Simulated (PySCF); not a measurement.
Si(F)2(Me)(Cl) (CH3ClF2Si), SMILES [Si](C)(Cl)(F)F. Coordinates come from a PBE-D3(BJ)/def2-SVP optimisation.

Computed equilibrium geometry at PBE-D3(BJ)/def2-SVP (PySCF confirms it by a frequency run) as bond lengths and angles, and its point group:
point group Cs.
Atoms: C1 Si2 F3 F4 Cl5 H6 H7 H8. Bonds (Å): C1–Si2 1.849, C1–H6 1.108, C1–H7 1.108, C1–H8 1.108, Si2–F3 1.625, Si2–F4 1.625, Si2–Cl5 2.057. Bond angles (°): Si2–C1–H6 110.4, Si2–C1–H7 110.4, Si2–C1–H8 110.3, H6–C1–H7 108.4, H6–C1–H8 108.6, H7–C1–H8 108.6, C1–Si2–F3 111.0, C1–Si2–F4 111.0, C1–Si2–Cl5 112.3, F3–Si2–F4 106.4, F3–Si2–Cl5 107.9, F4–Si2–Cl5 107.9.
